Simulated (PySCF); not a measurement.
## Iridium: a sound run and one with changed settings

Sound run: Ir [Xe] 4f14 5d7 6s2, Ir+ [Xe] 4f14 5d7 6s1. Computed with PySCF 2.14 in def2-TZVP with the def2 core potential (60 electrons) (6s4p3d1f, 40 functions), with a scalar-relativistic core potential. In the sound run the correlated levels freeze 5s2 5p6 outside the core potential. The sound run starts from symmetry-adapted Hartree-Fock orbitals and uses a fine grid where one is needed.

Changed run: all electrons correlated in a basis built for the valence shell.

| species | method | sound run (hartree) | changed run (hartree) | converged |
| --- | --- | --- | --- | --- |
| Ir | MP2 | -103.62258 | -103.77413 | yes |
| Ir+ | MP2 | -103.31652 | -103.46051 | yes |

Ionisation energy of Ir:

```json
{"method": "UHF", "sound run (eV)": "7.025", "changed run (eV)": "7.025"}
{"method": "MP2", "sound run (eV)": "8.328", "changed run (eV)": "8.534"}
{"method": "SCS-MP2", "sound run (eV)": "8.454", "changed run (eV)": "8.554"}
```

A valence basis has no tight correlating functions, so it recovers only part of the core correlation, and not evenly between atom and ion.

For comparison, NIST gives 8.967 eV between the lowest levels.
